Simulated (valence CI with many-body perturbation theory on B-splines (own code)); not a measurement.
Values are calculated unless marked as measured or tabulated.
**Os⁴⁴⁺: what each term of the Hamiltonian does**

Method: valence CI with perturbative core correlation (CI+MBPT): four valence electrons over a frozen Dirac-Fock core [Ar] 3d10, a basis of 11 s, 11 p, 9 d, 7 f, 5 g, 2 h, 1 i functions for each j, with the one-electron correlation potential Σ1 (screened to all orders), the two-electron term Σ2, the three-electron term Σ3, Breit, model QED; selected single and double excitations, second order for the rest (own B-spline code, finite nucleus).

The last digits are not significant, and no measured levels were compared; by estimate large intervals hold to a few tenths of a per cent, small ones and those within an open d or f shell to about a per cent.

Each rung adds one term. CI alone is the Dirac-Coulomb CI over the frozen core; QED comes last and gives the full result, which names the levels. Energies are above (4s^2 4p1/2^2) J=0 on the same rung, in eV.

Levels are named by their leading jj configuration (3d3/2^4 stands for four electrons in 3d with j = 3/2), which in mixed levels can hold well under half, so a name can repeat and another be missing. Letters in brackets count levels of one name in rising energy.

| Level | CI alone | Σ1 | Σ2 | Σ3 | Breit | QED | Full |
| --- | --- | --- | --- | --- | --- | --- | --- |
| (4s^2 4p1/2 4p3/2) J=1 | 106.86 | +0.278 | +0.224 | +0.015 | -1.272 | +0.124 | 106.23 |
| (4s^2 4p1/2 4p3/2) J=2 | 111.44 | +0.279 | +0.161 | +0.006 | -1.323 | +0.124 | 110.68 |
| (4s 4p1/2^2 4p3/2) J=2 | 208.48 | +0.160 | +0.314 | +0.036 | -0.244 | -1.254 | 207.50 |
| (4s^2 4p3/2^2) J=2 | 221.68 | +0.557 | +0.357 | +0.012 | -2.555 | +0.241 | 220.29 |
| (4s 4p1/2^2 4p3/2) J=1 | 224.32 | +0.160 | -0.268 | +0.018 | -0.255 | -1.223 | 222.75 |
| (4s^2 4p3/2^2) J=0 | 231.42 | +0.559 | +0.210 | -0.009 | -2.493 | +0.240 | 229.92 |
| (4s^2 4p1/2 4d3/2) J=2 | 268.13 | +0.035 | +0.096 | +0.040 | -1.714 | -0.158 | 266.43 |
| (4s^2 4p1/2 4d3/2) J=1 | 288.22 | +0.051 | -0.966 | -0.004 | -1.608 | -0.213 | 285.48 |
| (4s^2 4p1/2 4d5/2) J=2 | 297.82 | +0.229 | +0.096 | +0.045 | -1.998 | -0.363 | 295.83 |
| (4s^2 4p1/2 4d5/2) J=3 | 300.75 | +0.180 | -0.099 | +0.030 | -2.191 | -0.193 | 298.47 |
| (4s 4p1/2 4p3/2^2) J=2 [a] | 316.75 | +0.350 | -0.016 | +0.024 | -1.622 | -0.879 | 314.61 |
| (4s 4p1/2 4p3/2^2) J=3 | 323.38 | +0.401 | +0.181 | +0.027 | -1.657 | -1.009 | 321.32 |
| (4s 4p1/2 4p3/2^2) J=0 | 327.64 | +0.432 | +0.351 | +0.023 | -1.449 | -1.106 | 325.89 |
| (4s 4p1/2 4p3/2^2) J=1 [a] | 335.37 | +0.436 | -0.052 | +0.018 | -1.517 | -1.103 | 333.15 |
| (4s 4p1/2 4p3/2^2) J=2 [b] | 338.17 | +0.427 | -0.320 | +0.019 | -1.591 | -1.064 | 335.64 |
| (4s 4p1/2 4p3/2^2) J=1 [b] | 339.97 | +0.436 | -0.612 | +0.010 | -1.459 | -1.131 | 337.22 |
| (4s 4p1/2^2 4d3/2) J=1 | 370.99 | -0.084 | +0.105 | +0.056 | -0.566 | -1.538 | 368.96 |
| (4s 4p1/2^2 4d3/2) J=2 | 374.61 | -0.078 | +0.070 | +0.048 | -0.622 | -1.540 | 372.49 |
| (4s^2 4p3/2 4d3/2) J=2 | 392.54 | +0.325 | -0.662 | +0.015 | -2.868 | -0.110 | 389.24 |

The middle columns are the shifts that each term adds.

(1) How does the ionisation energy move along the ladder, and which term matters most?

Results:

(1) CI alone 2339.2, + Σ1 2341.0, + Σ2 2341.3, + Σ3 2341.1, + Breit 2338.1, + QED 2338.1 eV. The largest step is Breit, -3.0 eV. NIST lists 2336 ± 4 eV (theoretical).
